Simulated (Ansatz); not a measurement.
Calculated with Ansatz (gas phase, PBE0-D4/def2-TZVP geometries, no zero-point term in ΔE). CBS: MP2 limit from def2 TZ/QZ plus the TZ coupled-cluster correction, frozen cores. Functionals use def2-TZVPP. B3LYP here is the variant with VWN-RPA as its local correlation; programs differ in this. One conformer a species, not always the lowest.

Consider the formal exchange of groups at the Si–O bond: `[NH2][Al]([F])[O][SiH3]` + `C1O[SiH2][SiH2]1` → `[SiH3][SiH]1CO[SiH2]1` + `[NH2][Al]([OH])[F]`.

**Question.** Is it downhill or uphill in electronic energy at CCSD(T)/CBS, and by how much? (Estimate.)

**Answer.** Computed: Uphill: ΔE = +102.6 kJ/mol.

**Question.** What do these levels give: PBE-D4, r2SCAN-D4, B3LYP-D4, ωB97X-V, ωB97M-V, B2PLYP, r2SCAN, B3LYP, MP2/def2-TZVPP, SCS-MP2/def2-TZVPP, MP2/def2-QZVPP, CCSD/CBS(def2)? (An estimate is asked.)

**Answer.** Computed: PBE-D4 75.9, r2SCAN-D4 96.5, B3LYP-D4 103.7, ωB97X-V 103.1, ωB97M-V 106.6, B2PLYP 110.4, r2SCAN 97.4, B3LYP 108.3, MP2/def2-TZVPP 109.0, SCS-MP2/def2-TZVPP 116.2, MP2/def2-QZVPP 108.9, CCSD/CBS(def2) 107.9 kJ/mol.

Largest T1 diagnostic among the species: 0.014.

From PBE to PBE0 (25 % exact exchange), in def2-TZVPP and without D4, ΔE moves by +9.6 kJ/mol. The D4 term adds −4.5 kJ/mol with B3LYP and −2.7 kJ/mol with PBE0; it sums over pairs of atoms, weighted by their polarisabilities, and B3LYP, whose exchange is more repulsive, gets the larger term.
